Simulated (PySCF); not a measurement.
**Shapes and spin states of In₃⁺**

All numbers come from PBE0/[In def2-TZVP with ECP28], scalar-relativistic core potentials, density fitting, no spin–orbit coupling, PySCF.

Relaxations began from a few typed shapes and spin states; open shells are unrestricted. The search is not exhaustive: other isomers or separated fragments can lie lower, and high-lying points may rest on an excited occupation.

```csv
spin,group,bonds,angles,imaginary modes (cm⁻¹),ΔE (kJ/mol),ΔE with ZPE (kJ/mol)
singlet,D∞h,In–In 3.338 Å (×2),In–In–In 180.0°,none,0.0,0.0
triplet,C2v,In–In 3.241 Å (×2),In–In–In 98.6°,none,13.9,13.5
triplet,D∞h,In–In 3.127 Å (×2),In–In–In 180.0°,none,19.8,19.5
triplet,D3h,In–In 3.180 Å (×3),In–In–In 60.0° (×3),none,26.3,25.9
broken-symmetry Ms = 0 (⟨S²⟩ 1.02),D3h,In–In 3.174 Å (×3),In–In–In 60.0° (×3),none,39.8,39.4
"singlet (closed shell, unstable to spin polarisation)",D3h,In–In 3.549 Å (×3),In–In–In 60.0° (×3),none,49.5,48.9
"singlet (closed shell, unstable to spin polarisation)",D3h,In–In 2.962 Å (×3),In–In–In 60.0° (×3),none,86.2,86.6
```

The lowest minimum found is the singlet D∞h: In–In 3.338 Å (×2); In–In–In 180.0°.

The electron or spin density has lower symmetry than the nuclear frame for the triplet D∞h at 19.8 kJ/mol.
